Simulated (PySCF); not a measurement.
Compound: (F2In-mu-H)3.
Geometry (PBE0-D3(BJ)/def2-SVP, Å), atoms numbered from 1 in this order:
```
atom  x, y, z in Å
In1   -0.5041   -0.1787   -1.9739
F2    -2.2702   -0.8766   -2.3777
F3     0.8068    0.4078   -3.2807
H4    -0.7065    1.2448   -0.7668
In5   -0.4301    1.7078    1.0237
F6    -2.1700    1.7831    1.8823
F7     0.9151    3.1080    1.0520
H8     0.4225    0.1304    1.5881
In9    0.9521   -1.5549    0.9642
F10   -0.1343   -2.9010    1.8454
F11    2.8924   -1.5792    0.8976
H12    0.3417   -1.3742   -0.8032
```

Level of theory: PBE0-D3(BJ)/def2-SVP geometry optimisation, gas phase, def2 core potentials past Kr (PySCF 2.14.0).

Which atoms are bound to In1, and at what distances?

4 atoms: H12 1.875 Å, H4 1.877 Å, F2 1.941 Å, F3 1.942 Å. The nearest atom not counted as bound is In5, at 3.54 Å.

List the angles at In1.

| angle | degrees | distance of the outer atoms (Å) |
| --- | --- | --- |
| F2–In1–F3 | 125.6 | 3.45 |
| F2–In1–H12 | 108.1 | 3.09 |
| F3–In1–H12 | 108.0 | 3.09 |
| F2–In1–H4 | 107.9 | 3.09 |
| F3–In1–H4 | 106.0 | 3.05 |
| H4–In1–H12 | 97.5 | 2.82 |

Describe the arrangement about In1 in numbers.

Angles from 97.5° to 125.6°; τ4 = (360° − α − β)/141° = 0.90 with α and β the two widest (0 for a square, 1 for a tetrahedron).

Give some angles away from the centre.

In1–H4–In5 141.9°, F10–In9–F11 124.5°, In1–H12–In9 142.7°.

Charge 0, singlet. Not checked by PBE0-D3(BJ)/def2-SVP frequencies.
